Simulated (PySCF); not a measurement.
BiH3Te, SMILES [TeH][BiH2]. Heavy atoms are numbered as in [BiH2:1][TeH:4]. Hydrogens are named by the atom that carries them.

Coordinates come from a B3LYP-D3(BJ)/def2-TZVP optimisation. The def2 effective core potentials stand for the cores of Bi, Te; spin–orbit coupling is left out.

The numbers are results of PBE0/def2-TZVPD in PySCF, not measurements.

Mulliken values depend strongly on the basis, most of all with diffuse functions as here. ESP charges are fitted to the potential on shells at 1.4 to 2.0 van der Waals radii. Atomic charges (e), one atom of each kind:

```tsv
atom	ESP fit	Mulliken
Bi1 (BiH2)	0.22	0.16
H on Bi1	-0.05	-0.01
Te4 (TeH)	-0.18	-0.22
H on Te4	0.06	0.07
```
